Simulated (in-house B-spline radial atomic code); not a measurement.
A calculation on Sc10+: its settings, and results tabulated from the run. Method: scalar-relativistic (X2C) TPSS, spin-polarised, spherical fractional occupations, Fermi nucleus of rms radius 3.5459 fm. Calculated with a B-spline radial code for spherical atoms.

Command:
```bash
python run_scf.py task.json out
```
Settings (nuclear radius in fm, mass in u):
```
Z                21
configuration    [Ne] 3s1
hamiltonian      x2c
method           tpss,tpss
spin_polarised   True
nucleus          fermi
rms_radius       3.5459
atomic_mass      44.95591
speed_of_light   137.035999084
```

Output (hartree, bohr):
```
 radial grid: 64 intervals, B-splines of order 8, outer radius 6.4486 bohr

 iter        energy (Eh)    residual
    1        -726.680292    3.02e-02
    2        -726.681282    8.31e-04
    3        -726.681283    4.37e-04
    4        -726.681283    2.30e-04
    5        -726.681283    1.20e-05
    6        -726.681283    1.94e-06
    7        -726.681283    6.93e-08

 total energy                      -726.68128
 kinetic                             733.4580
 electron-nucleus                  -1625.3192
 Hartree                             198.1103
 exchange-correlation                -32.9304

 orbital      occ     eigenvalue          <r>       <r^2>       <1/r>       r_max
 1s up      1.000      -170.9144    0.0726896  0.00711777     20.9776     0.04751
 1s down    1.000      -170.8925    0.0726957  0.00711871     20.9754     0.04752
 2s up      1.000       -25.9299     0.338866    0.135606     4.37736      0.2813
 2s down    1.000       -25.8981     0.338614    0.135322     4.37865      0.2814
 2p up      3.000       -22.7847     0.302647    0.112675     4.25352      0.2299
 2p down    3.000       -22.7559     0.302358    0.112376     4.25559      0.2299
 3s up      1.000        -8.8273     0.907839      0.9352     1.57883      0.8414
```

Cost of the run: 0.25 s on 1 thread of Arm Neoverse V1 (shared host).
